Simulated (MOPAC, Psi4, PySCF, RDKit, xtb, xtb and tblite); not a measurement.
Conformational energy of SMILES ClB(B(Cl)Cl)Cl (B₂Cl₄). Scanned: dihedral Cl1–B2–B4–Cl5; all other coordinates were relaxed at GFN2-xTB. Points at φ and −φ are mirror images.

Geometry of the scan point at 120° (Å):
```
6

Cl     1.5909     1.2163     1.1357
B      0.8472     0.0757     0.0842
Cl     1.8984    -0.9444    -0.8184
B     -0.8466    -0.0501    -0.0484
Cl    -1.6590     0.2013    -1.5439
Cl    -1.8277    -0.4500     1.3073
```

Levels: GFN2-xTB (xtb and tblite); B3LYP/def2-TZVP // GFN2-xTB (Psi4); B3LYP-D3(BJ)/def2-TZVP // GFN2-xTB (Psi4); PBE/def2-TZVP // GFN2-xTB (Psi4); PBE-D3(BJ)/def2-TZVP // GFN2-xTB (Psi4); r2SCAN/def2-TZVP // GFN2-xTB (Psi4); MP2/cc-pVTZ = DF-MP2 (frozen core)/cc-pVTZ // GFN2-xTB (Psi4); HF/cc-pVTZ // GFN2-xTB (Psi4); UFF // GFN2-xTB (RDKit); AM1, restricted, heats of formation // GFN2-xTB (MOPAC); PM7, restricted, heats of formation // GFN2-xTB (MOPAC); GFN1-xTB // GFN2-xTB (xtb); RKS-B3LYP/6-31G* = PySCF 2.14.0 with restricted B3LYP/6-31G*, spherical d, density fitting // GFN2-xTB; RKS-B3LYP/3-21G = restricted B3LYP/3-21G // GFN2-xTB in PySCF 2.14.0; RHF/STO-3G = restricted Hartree-Fock/STO-3G // GFN2-xTB (PySCF); RKS-B3LYP/LANL2DZ = restricted B3LYP/LANL2DZ, with its core potentials past Ne // GFN2-xTB (PySCF).

Least-squares fit of E(φ) = a0 + Σ (a_n cos nφ + b_n sin nφ), n = 1 to 4, to the 12 scan points, in kcal/mol above the lowest point of each profile (levels whose profile four harmonics don't fit are not listed):

```
method                    a0     a1    b1     a2    b2    a3    b3     a4    b4  rms of fit
----------------------  ----  -----  ----  -----  ----  ----  ----  -----  ----  ----------
GFN2-xTB                0.17   0.00  0.00   0.16  0.00  0.00  0.00   0.00  0.00        0.00
B3LYP/def2-TZVP         1.07   0.01  0.00   1.10  0.00  0.00  0.00   0.03  0.00        0.01
B3LYP-D3(BJ)/def2-TZVP  0.93   0.01  0.00   0.96  0.00  0.00  0.00   0.03  0.00        0.01
PBE/def2-TZVP           0.91   0.01  0.00   0.92  0.00  0.00  0.00   0.02  0.00        0.01
PBE-D3(BJ)/def2-TZVP    0.85   0.01  0.00   0.87  0.00  0.00  0.00   0.02  0.00        0.01
r2SCAN/def2-TZVP        0.83   0.01  0.00   0.85  0.00  0.00  0.00   0.03  0.00        0.01
MP2/cc-pVTZ             0.79   0.01  0.00   0.82  0.00  0.01  0.00   0.04  0.00        0.01
HF/cc-pVTZ              1.37   0.01  0.00   1.41  0.00  0.01  0.00   0.05  0.00        0.01
UFF                     4.54  -0.01  0.00  -4.56  0.00  0.01  0.00   0.02  0.00        0.01
AM1                     1.52   0.01  0.00   1.54  0.00  0.00  0.00   0.03  0.00        0.01
PM7                     1.07   0.01  0.00   1.10  0.00  0.00  0.00   0.03  0.00        0.00
GFN1-xTB                0.27   0.00  0.00   0.28  0.00  0.00  0.00   0.00  0.00        0.01
RKS-B3LYP/6-31G*        0.93   0.01  0.00   0.97  0.00  0.01  0.00   0.04  0.00        0.01
RKS-B3LYP/3-21G         0.36   0.01  0.00   0.24  0.00  0.01  0.00  -0.15  0.00        0.03
RHF/STO-3G              1.46   0.01  0.00   1.48  0.00  0.01  0.00   0.03  0.00        0.01
RKS-B3LYP/LANL2DZ       0.82   0.01  0.00   0.87  0.00  0.01  0.00   0.06  0.00        0.01
```
